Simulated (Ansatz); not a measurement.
Relaxation of BBrClHO (5 atoms, charge 0, multiplicity 1), to a largest force component of 0.015 eV/Å in at most 40 steps.

The calculation used RKS PBE0/def2-SVP (Ansatz).

```xyz
5
Properties=species:S:1:pos:R:3
O 1.226 0.259 0.023
B -0.164 -0.279 -0.044
Cl -0.894 -1.117 1.425
Br -1.152 -0.166 -1.736
H 1.034 1.230 0.292
```

**Question.** Where does it end, and by what steps?

**Answer.** It converged. After 10 steps the energy has fallen by 1.040 eV; H5 moved furthest, 0.61 Å.

```
step  energy less start (eV)  largest force component (eV/Å)  accepted
   0                  0.0000                           4.619       yes
   1                 -0.4553                           2.478       yes
   2                 -0.5685                           1.261       yes
   3                 -0.6463                           0.689       yes
   4                 -0.7204                           2.761       yes
   5                 -1.0042                           0.452       yes
   6                 -1.0246                           0.401       yes
   7                 -1.0378                           0.177       yes
   8                 -1.0395                           0.080       yes
   9                 -1.0389                           0.237        no
  10                 -1.0397                           0.008       yes
```

```xyz
5
Properties=species:S:1:pos:R:3
O 0.909 0.468 0.433
B -0.185 -0.232 0.115
Cl -0.845 -1.352 1.284
Br -1.032 -0.019 -1.605
H 1.202 1.060 -0.270
```

Whether the end is a true minimum wasn't checked by a vibrational analysis.

Time of the run: 28 s on 1 CPU thread of a shared host.
